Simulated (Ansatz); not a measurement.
This geometry of BrCl₂F₂H₂OTa (9 atoms, charge 0, multiplicity 1) is a first-order saddle point.

Computed with RHF/def2-SVP in Ansatz.

```xyz
9
Properties=species:S:1:pos:R:3
Ta -0.164 -0.279 -0.112
F 1.835 0.241 -0.319
F 0.439 -0.827 1.574
Cl -0.329 0.181 -2.412
O -0.792 1.330 0.445
H -1.108 2.185 0.694
Cl -2.033 -1.620 -0.023
Br 1.629 -2.411 -0.895
H 2.167 -0.868 -0.614
```

(1) Which two structures does it join? (They come from a converged band through this point; their orientation in space is the band's.)

(2) How far does it lie above each of them?

Results:

(1) Bonds broken: Br8–H9. Bonds formed: F2–H9.

First end point:

```xyz
9
Properties=species:S:1:pos:R:3
Ta -0.199 0.078 -0.035
F 1.613 0.517 -0.272
F 0.366 -0.647 1.601
Cl -0.417 0.315 -2.371
O -1.010 1.597 0.541
H -1.499 2.370 0.774
Cl -1.875 -1.564 -0.050
Br 1.760 -2.777 -0.947
H 2.906 -1.957 -0.902
```

Last end point:

```xyz
9
Properties=species:S:1:pos:R:3
Ta -0.322 -0.564 -0.135
F 1.921 0.390 -0.243
F 0.383 -0.962 1.559
Cl -0.418 0.114 -2.400
O -0.660 1.169 0.392
H -0.573 2.108 0.443
Cl -2.370 -1.545 0.094
Br 1.129 -2.544 -0.918
H 2.556 -0.233 -0.454
```

(2) 22.9 kcal/mol above the first and 16.4 kcal/mol above the second. This is the barrier of this one path; another mechanism may lie lower. The orbitals stay closed-shell, which can raise the energy where a bond breaks towards radicals; this wasn't checked here.

Time of the run: 16 min on 4 threads of Arm Neoverse N1 (shared host), peak memory 0.54 GiB.
